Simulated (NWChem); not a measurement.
System: H2BO2, doublet; SMILES O[B]O

NWChem input:

```
start job
memory heap 200 mb stack 900 mb global 1100 mb
geometry units angstroms noautoz
  O     -1.221829     0.000000     0.039325
  B      0.000000     0.000000    -0.544693
  O      1.221829     0.000000     0.039325
  H     -1.213554     0.000000     1.016638
  H      1.213554     0.000000     1.016638
end
basis spherical
  * library def2-svp
end
dft
  odft
  mult 2
  xc pbe0
  iterations 150
  mulliken
end
task dft energy
```

In the optimisation the excess spin sits in a1 (C2v, its own frame). Structure relaxed at the B3LYP/6-31G* (spherical d), spin-unrestricted level. No stability test was run on the SCF state.

Question: Give the results of this calculation. (PBE0/def2-SVP, spin-unrestricted.) Quantities: basis functions; energy (Ha); highest occupied level (eV); lowest empty minus highest occupied level, either spin (eV); dipole (D); <S²>.

Answer: 
```yaml
number_of_basis_functions: 52
energy (Ha): -176.19
highest occupied level (eV): -5.79
lowest empty minus highest occupied level, either spin (eV): 4.71
dipole (D): 3.41
"<S²>": 0.752
```
